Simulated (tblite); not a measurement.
Compound: C7H11OPS.
Geometry (GFN2-xTB, Å), atoms numbered from 1 in this order:
```xyz
21
C7H11OPS angstrom
C      4.1792   -0.5210    0.2084
C      2.7537   -0.3451    0.3320
C      1.5599   -0.1970    0.3984
P     -0.1767    0.0151    0.6472
O     -0.6130    0.0533    2.0467
C     -0.9521   -1.3422   -0.3233
C     -2.4477   -1.0866   -0.3553
S     -2.8547    0.3699   -1.3675
C     -2.1076    1.6598   -0.3238
C     -0.5950    1.5420   -0.2900
H      4.6111    0.3217   -0.3309
H      4.3932   -1.4401   -0.3365
H      4.6311   -0.5801    1.1980
H     -0.5386   -1.3945   -1.3307
H     -0.7390   -2.2791    0.2007
H     -2.8295   -0.9121    0.6532
H     -2.9903   -1.9171   -0.8074
H     -2.4299    2.6076   -0.7556
H     -2.5235    1.5611    0.6814
H     -0.1783    1.5153   -1.2971
H     -0.1612    2.3860    0.2551
```

Calculated harmonic vibrations of the isolated species, GFN2-xTB (tblite), most abundant isotopes, no scaling. The method is semi-empirical: single wavenumbers can be off by several per cent or more. One conformer, not necessarily the lowest.

Harmonic wavenumbers (cm⁻¹): 27.5, 48.5, 59.1, 117.7, 169.1, 196.8, 239.7, 249.0, 285.8, 297.5, 307.7, 349.9, 360.6, 389.9, 420.6, 597.1, 666.7, 682.2, 691.9, 708.4, 813.5, 838.3, 857.7, 924.1, 1013.6, 1014.5, 1030.5, 1038.1, 1049.4, 1077.3, 1105.3, 1117.4, 1147.3, 1243.3, 1246.5, 1250.4, 1262.1, 1273.4, 1379.9, 1410.4, 1416.1, 1433.1, 1439.1, 1440.8, 1440.8, 2325.5, 2936.7, 2936.9, 2958.9, 2959.4, 2985.3, 2988.6, 2993.3, 2994.1, 3007.6, 3009.3, 3014.7.

A = 2058, B = 524.6, C = 519.7 MHz; mass 174.027 u (most abundant isotopes); point group Cs, symmetry number 1.

Question: Zero-point energy?

Answer: ½Σν̃ = 35619 cm⁻¹ = 426.10 kJ/mol.

Question: Entropy at 298.15 K, 1 bar (ideal gas, RRHO, classical rotation)?

Answer: Translation 173.20, rotation 128.56, vibration 161.00: S = 462.8 J/(mol K).

Question: And Cp and H(298.15 K) − H(0)?

Answer: Cp = 189.28 J/(mol K), of which vibrations give 156.02 (their classical limit is 57 R = 473.9); H(298.15 K) − H(0) = 34.23 kJ/mol without the zero-point energy, 24.31 from vibrations.

Question: Blend soft modes into free rotors: weight 1/[1 + (100 cm⁻¹/ν̃)⁴] for the oscillator and the rest for a rotor with moment μB/(μ + B), μ = h/(8π²ν), B = 10⁻⁴⁴ kg m². What vibrational entropy results?

Answer: 143.40 J/(mol K) in place of 161.00, which changes −T·S at 298.15 K by +5.25 kJ/mol.

Question: Which modes carry the vibrational entropy at 298.15 K?

Answer: 27.5 cm⁻¹: 25.11; 48.5 cm⁻¹: 20.41; 59.1 cm⁻¹: 18.77; 117.7 cm⁻¹: 13.13; 169.1 cm⁻¹: 10.23; 196.8 cm⁻¹: 9.05 J/(mol K); the other 51 give 64.30 together.

Question: How do the functions run with temperature in this model?

Answer: 
```csv
T (K),S (J/(mol K)),Cp (J/(mol K)),H − H(0) (kJ/mol),G − H(0) (kJ/mol),ln q(vib)
150,359.8,118.2,11.43,-42.54,4.56
250,431.5,166.2,25.67,-82.21,7.96
400,525.0,235.3,55.90,-154.09,12.86
600,634.5,304.9,110.38,-270.30,19.09
900,771.7,371.0,212.61,-481.94,27.69
```

q(vib) and H(0) count from the zero-point level.

Hindered rotation and anharmonicity are outside this model. Other conformers, if any are populated, would add a mixing term that is left out.
